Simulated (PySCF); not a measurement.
Problem. What does the BHandHLYP/6-31+G* structure of pyranone, `O=C1C=COC=C1` look like in three dimensions?

Solution. 
```xyz
11
C5H4O2 angstrom
O     -0.3676    1.9364   -1.4812
C     -0.1849    0.9803   -0.7521
C     -1.2478    0.0646   -0.3424
C     -0.9858   -0.9665    0.4651
O      0.2384   -1.2398    0.9514
C      1.2564   -0.4309    0.6061
C      1.1196    0.6300   -0.1935
H     -2.2482    0.2331   -0.7008
H     -1.7113   -1.6808    0.8095
H      2.1793   -0.7515    1.0542
H      1.9715    1.2411   -0.4354
```

Orientation and origin are arbitrary. Atoms count from 1 in this order. The 4 C–C bonds span 1.336 Å (C6–C7, drawn aromatic) to 1.462 Å (C2–C3, drawn aromatic), a spread of 0.126 Å. The 6-membered ring C2–C3–C4–O5–C6–C7 has internal angles of 113.1° to 123.6°; it is planar, 0.00 Å rms from its mean plane, widest ring torsion 0°. The 7 heavy atoms lie in one plane (0.001 Å rms). The 3 C–O bonds span 1.216 Å (O1=C2, drawn double) to 1.345 Å (C4–O5, drawn aromatic), a spread of 0.129 Å.

Bonds between heavy atoms (Å): O1=C2 1.216, C2–C3 1.462, C3–C4 1.336, C4–O5 1.345, O5–C6 1.345, C6–C7 1.336, C2–C7 1.462.

Method used: BHandHLYP/6-31+G* geometry optimisation, gas phase (PySCF).

Point group: C2v (every atom within 0.08 Å of its image). No BHandHLYP/6-31+G* frequencies stand behind this structure, so it isn't proved a minimum.

Time: 29 s wall; peak memory 0.58 GiB. Hardware: Arm Neoverse V2, one thread, no GPU, shared host. These figures are those of the optimisation.
